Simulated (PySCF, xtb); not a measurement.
C₃HF₄, SMILES F/[C]=C/C(F)(F)F, multiplicity 2.

Harmonic wavenumbers (cm⁻¹) from GFN2-xTB in xtb 6.7.1 at its own minimum, in rising order: 36, 148, 215, 342, 367, 375, 491, 497, 614, 703, 835, 1043, 1044, 1140, 1161, 1241, 1795, 2893.

Question: What does B3LYP-D3(BJ)/def2-SVP in PySCF 2.14.0 give at its own minimum? (An estimate is asked for; the answer gives what the named calculation found.)

Answer: 77, 171, 230, 389, 406, 415, 559, 575, 697, 785, 887, 1137, 1193, 1197, 1281, 1364, 1778, 3152. Paired by order, the mean absolute difference is 77 cm⁻¹ and the zero-point energies are 21.4 and 23.3 kcal/mol.
